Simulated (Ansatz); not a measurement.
One change: `[SiH3]C1=CC1Cl` becomes `[SiH3]C1=CC1`.

Ansatz, PBE0-D4/def2-TZVP geometries, multiplicity 1. 

| property | `[SiH3]C1=CC1Cl` |
| --- | --- |
| LUMO energy (PBE/def2-TZVPP) / eV | -2.07 |
| HOMO energy (ωB97M-V/def2-TZVPP) / eV | -9.94 |
| LUMO energy (PBE0/def2-TZVPP) / eV | -1.07 |
| size of the dipole moment (PBE/def2-TZVPP) / D | 2.34 |
| HOMO–LUMO gap (ωB97M-V/def2-TZVPP) / eV | 11.00 |
| HOMO energy (PBE/def2-TZVPP) / eV | -6.43 |

Give the same properties after the change, and the shifts. (An estimate is asked.)

Computed: 
```tsv
property	`[SiH3]C1=CC1`	shift
LUMO energy (PBE/def2-TZVPP) / eV	-1.59	0.48
HOMO energy (ωB97M-V/def2-TZVPP) / eV	-9.54	0.40
LUMO energy (PBE0/def2-TZVPP) / eV	-0.59	0.48
size of the dipole moment (PBE/def2-TZVPP) / D	0.55	-1.79
HOMO–LUMO gap (ωB97M-V/def2-TZVPP) / eV	11.05	0.05
HOMO energy (PBE/def2-TZVPP) / eV	-6.21	0.22
```

With PBE0 the HOMO rises by 0.40 eV and the LUMO rises by 0.48 eV, so the gap widens by about 0.08 eV. PBE moves the HOMO by 0.22 eV and ωB97M-V by 0.40 eV. Dipoles are sizes alone; their direction can turn.
